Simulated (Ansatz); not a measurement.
A single point on Cl$_{4}$FNb (`[F][Nb]([Cl])([Cl])([Cl])[Cl]`).

```yaml
crystal:
  periodic: [false, false, false]
  atoms:
    - {symbol: F, position_ang: [-0.844438, 0.129004, -1.694471]}
    - {symbol: Nb, position_ang: [-0.019121, -0.006403, -0.059522]}
    - {symbol: Cl, position_ang: [-2.056078, -0.707837, 0.779461]}
    - {symbol: Cl, position_ang: [0.989007, -1.903778, 0.632567]}
    - {symbol: Cl, position_ang: [1.912681, 0.713005, -1.106270]}
    - {symbol: Cl, position_ang: [0.060148, 1.712009, 1.402134]}
basis:
  gaussian: {orbitals: def2-QZVPP}
correlation: {method: mp2}
```

```sh
$ ansatz run in.yaml --threads 4 --pin off --events-out ev --progress --plain --max-ram 11315MiB
```

Shortened log:

```
Functional definition: HF
2536 factors; integrals over basis functions are off by at most 7.4e-4 eV
mean field evaluation 1: about -54258.8825 eV, gradient 5.5e1 eV
mean field evaluation 2: about -54259.1055 eV, gradient 5.5e1 eV
mean field evaluation 4: about -54265.7510 eV, gradient 4.2e0 eV
mean field evaluation 8: about -54265.8224 eV, gradient 8.8e-1 eV
mean field evaluation 16: about -54265.8268 eV, gradient 4.2e-6 eV
mean field -54265.82675474 eV, -1994.2323505383 hartree, gradient 4.2e-6 eV, S^2 0.000000; 0 other end points of the search recorded, 0 dependent functions left out
21 core orbitals not correlated: weight in the atoms' cores, before any rotation towards them, 1.000 or more for the frozen orbitals, at most 0.000 for the correlated occupied ones
reference -54265.82675474 eV, -1994.2323505383 hartree; 24, 24 occupied and 373, 373 virtual orbitals, 2536 factors
second order -44.39826358 eV of doubles, -0.00000000 eV of singles
Total energy: -54310.22501832 eV, -1995.8639566306 hartree
```

It took 20 s on 4 threads of an Arm Neoverse V1 on a shared host, with 2.2 GiB of host memory at the peak.
